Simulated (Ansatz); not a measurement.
One change: `N[SiH2]O[Si](N)(O)O` becomes `N[SiH2][Si](N)(O)O`.

Ansatz, PBE0-D4/def2-TZVP geometries, multiplicity 1. Each molecule was computed in one conformer, which needn't be the lowest.

```json
{"property": "HOMO energy (PBE0/def2-TZVPP) / eV", "`N[SiH2]O[Si](N)(O)O`": "-7.69"}
{"property": "size of the dipole moment (B3LYP/def2-TZVPP) / D", "`N[SiH2]O[Si](N)(O)O`": "2.42"}
{"property": "HOMO energy (PBE/def2-TZVPP) / eV", "`N[SiH2]O[Si](N)(O)O`": "-6.17"}
{"property": "HOMO energy (B3LYP/def2-TZVPP) / eV", "`N[SiH2]O[Si](N)(O)O`": "-7.42"}
{"property": "LUMO energy (PBE/def2-TZVPP) / eV", "`N[SiH2]O[Si](N)(O)O`": "-0.39"}
{"property": "LUMO energy (B3LYP/def2-TZVPP) / eV", "`N[SiH2]O[Si](N)(O)O`": "0.11"}
```

Give the same properties after the change, and the shifts. (An estimate is asked.)

The calculation gave: 
```csv
property,`N[SiH2][Si](N)(O)O`,shift
HOMO energy (PBE0/def2-TZVPP) / eV,-6.98,0.71
size of the dipole moment (B3LYP/def2-TZVPP) / D,2.46,0.04
HOMO energy (PBE/def2-TZVPP) / eV,-5.65,0.52
HOMO energy (B3LYP/def2-TZVPP) / eV,-6.78,0.64
LUMO energy (PBE/def2-TZVPP) / eV,-0.61,-0.22
LUMO energy (B3LYP/def2-TZVPP) / eV,0.00,-0.11
```

With PBE0 the HOMO rises by 0.71 eV and the LUMO falls by 0.20 eV, so the gap narrows by about 0.91 eV. PBE moves the HOMO by 0.52 eV and ωB97M-V by 0.95 eV. Dipoles are sizes alone; their direction can turn.

B3LYP here is the variant with VWN-RPA as its local correlation; programs differ in this.
